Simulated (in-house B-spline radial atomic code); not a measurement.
**Ionising the holmium ion Ho⁺ with different functionals**

Computed with a B-spline radial code for spherical atoms: scalar-relativistic (spin-free X2C) Hamiltonian, Fermi nucleus of rms radius 5.2022 fm, spin-polarised at highest spin, spherical fractional occupations for the functionals, and exact exchange of hybrids averaged over the configuration. The ionisation energy is the difference of two self-consistent energies, [Xe] 4f11 6s1 → [Xe] 4f11, without Breit or QED terms; ε is the level of the shell that loses the electron (its least bound occupied spin orbital). There is no spin-orbit coupling in this Hamiltonian.

```csv
method,rung,ΔSCF (eV),-ε(6s) (eV)
PBE0,global hybrid,11.80,9.82
B3LYP,global hybrid,?,?
TPSSh,global hybrid,11.64,9.38
BHandHLYP,global hybrid,?,?
r2SCAN0,global hybrid,11.68,9.95
B97-1,global hybrid,11.56,9.46
HSE06,range-separated hybrid,11.83,9.52
wB97X,range-separated hybrid,11.36,11.33
CAM-B3LYP,range-separated hybrid,11.97,10.86
LC-wPBE,range-separated hybrid,11.59,11.65
```

(1) What does BHandHLYP give?

(2) What does B3LYP give?

(3) Among the functionals, which spreads more, the ΔSCF values or the orbital energies?

(4) How do they compare with the NIST value?

## Answers

(1) ΔSCF 11.71 eV, and -ε(6s) = 10.30 eV.

(2) ΔSCF 12.06 eV, and -ε(6s) = 9.82 eV.

(3) The orbital energies: ΔSCF values span about 0.69 eV and the orbital energies 2.28 eV.

(4) NIST lists 11.78 eV ± 0.02 (semi-empirical, ground level to ground level). Errors run from -0.42 to +0.27 eV; PBE0 is closest (+0.01 eV), but part of that can be cancellation, since the calculations leave out spin-orbit coupling, Breit-QED terms, multiplet and fine-structure energies.
